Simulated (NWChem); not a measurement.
Molecule: CH3Mg, doublet; SMILES [CH3][Mg]

All runs: NWChem. Spin-unrestricted. In the optimisation the excess spin sits in a1 (C3v, its own frame). This spin state was assumed; another may lie lower. No stability test was run on the SCF state. Each level has its own optimisation; frequencies are unscaled.

```tsv
level	r C–Mg (Å)	r C–H (Å)	highest harmonic frequency (cm⁻¹)	lowest (cm⁻¹)	zero-point energy (kcal/mol)
B3LYP/3-21G	[?]	1.097	[?]	493	21.6
CAM-B3LYP/def2-SVP	2.122	1.103	3130	500	21.3
LDA (Slater exchange, VWN5)/def2-SVP	2.113	1.112	3078	493	20.4
PBE0/def2-SVP	2.131	1.103	3144	491	21.1
```

### Question
What belongs in the gaps?

### Answer

- B3LYP/3-21G, r C–Mg (Å): 2.148
- B3LYP/3-21G, highest harmonic frequency (cm⁻¹): 3103
